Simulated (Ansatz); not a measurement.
Reactions of F₃GeH₃OSi, SMILES `[F][Ge]([F])([F])[O][SiH3]`.

Computed with Ansatz on PBE0-D4/def2-TZVP structures; ΔE is electronic, products minus reactants. CCSD(T)/CBS is the MP2 limit (def2-TZVPP, def2-QZVPP) plus CCSD(T) − MP2 in def2-TZVPP, frozen cores. This one scheme is used for every species. DFT in def2-TZVPP. No spin–orbit coupling; open shells (•) take unrestricted orbitals. def2 core potentials past Kr. For Br, Ge, Sn outer-core shells are correlated without core-valence functions, which leaves a few kJ/mol of doubt a bond. Scalar relativity is left out up to krypton. One conformer a species, not always the lowest.

```
                                                                                     reaction  ωB97X-V (kJ/mol)  CCSD/CBS(def2) (kJ/mol)  PBE-D4 (kJ/mol)  CCSD(T)/CBS(def2) (kJ/mol)
                     `[F][Ge]([F])([F])[O][SiH3]` + HCl → `[F][Ge]([F])([F])[Cl]` + `O[SiH3]`               -12                       -6              -22                          -7
                     `[F][Ge]([F])([F])[O][SiH3]` + HBr → `[F][Ge]([F])([F])[Br]` + `O[SiH3]`               -18                      -14              -31                         -15
                     `[F][Ge]([F])([F])[O][SiH3]` + H₂O → `[OH][Ge]([F])([F])[F]` + `O[SiH3]`                11                       18                7                          17
           `[F][Ge]([F])([F])[O][SiH3]` + `OB(F)F` → `FB(F)O[SiH3]` + `[OH][Ge]([F])([F])[F]`                10                       12                9                          12
                            `[F][Ge]([F])([F])[O][SiH3]` → `[OH][Ge]([F])([F])[F]` + `[SiH2]`               342                      333              320                         335
`[F][Ge]([F])([F])[O][SiH3]` + `[OH][Sn][OH]` → `[OH][Sn][O][SiH3]` + `[OH][Ge]([F])([F])[F]`                -8                       -7              -11                          -8
                           `[F][Ge]([F])([F])[O][SiH3]` → `[O][Ge]([F])([F])[F]`• + `[SiH3]`•               561                      571              537                         579
```

Largest T1 diagnostic: 0.018, for `[OH][Sn][OH]`.
